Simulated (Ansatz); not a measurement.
`C=C[CH2][SnH2][F]` + `CF` → `C=CCCF` + `[F][SnH3]`  (formal exchange of groups at a C–Sn bond)

Calculated with Ansatz (gas phase, PBE0-D4/def2-TZVP geometries, no zero-point term in ΔE). CCSD(T)/CBS adds triple-zeta CCSD(T) − MP2 to the extrapolated MP2 energy (def2 sets, frozen cores). This one scheme is used for every species. DFT in def2-TZVPP. B3LYP here is the variant with VWN-RPA as its local correlation; programs differ in this. def2 core potentials past Kr. For Sn outer-core shells are correlated without core-valence functions, which leaves a few kJ/mol of doubt a bond. One conformer a species, not always the lowest.

```json
{"level": "LDA (SPW92)", "ΔE (kcal/mol)": "1.6"}
{"level": "revPBE-D4", "ΔE (kcal/mol)": "4.8"}
{"level": "r2SCANh-D4", "ΔE (kcal/mol)": "3.8"}
{"level": "ωB97M-V", "ΔE (kcal/mol)": "3.1"}
{"level": "revPBE", "ΔE (kcal/mol)": "4.8"}
{"level": "B3LYP", "ΔE (kcal/mol)": "3.6"}
{"level": "r2SCANh", "ΔE (kcal/mol)": "3.7"}
{"level": "CCSD(T)/def2-SVP", "ΔE (kcal/mol)": "0.2"}
```

**Question.** What does CCSD(T)/CBS give? (Estimate.)

**Answer.** The calculation gave: +5.5 kcal/mol. The listed levels differ from it by -3.9, -0.7, -1.7, -2.4, -0.7, -1.9, -1.8, -5.3 kcal/mol.

Largest T1 diagnostic among the species: 0.014.

The D4 term adds +1.0 kcal/mol with B3LYP and +0.6 kcal/mol with PBE0; it sums over pairs of atoms, weighted by their polarisabilities, and B3LYP, whose exchange is more repulsive, gets the larger term. Leaving LDA and LC-ωPBE aside and taking each functional with its dispersion term where it has one, the values, not all of them listed here, spread over 3.5 kcal/mol, from B97M-V to BLYP-D4. LDA lies −2.5 kcal/mol from PBE without D4.
